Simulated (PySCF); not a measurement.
# Electron correlation in Si (silicon, neutral)

[Ne] 3s1 3p2 4s1, high-spin 5P determinant (an excited configuration). All numbers are calculated (PySCF 2.14, scalar relativity by spin-free X2C-1e, in aug-cc-pVDZ-DK (5s4p2d, 27 functions)). Frozen: [Ne]; 4 electrons correlated.

| level | correlation energy (mhartree) |
| --- | --- |
| CCSD | -20.17 |
| (T) | -0.16 |
| CCSD(T) | -20.33 |
| CCSDT | -20.41 |
| FCI | -20.41 |

Diagnostics: T1 = 0.0085, D1 = 0.0220, largest double amplitude 0.044, weight of the Hartree-Fock determinant in FCI 0.9728 (7315 determinants).

The outer electron is Rydberg-like, and this basis confines it to a smaller radius and binds it less than a complete one would.

Cost of the coupled-cluster step: of the order of 0.14 core-seconds, for 4 correlated electrons.
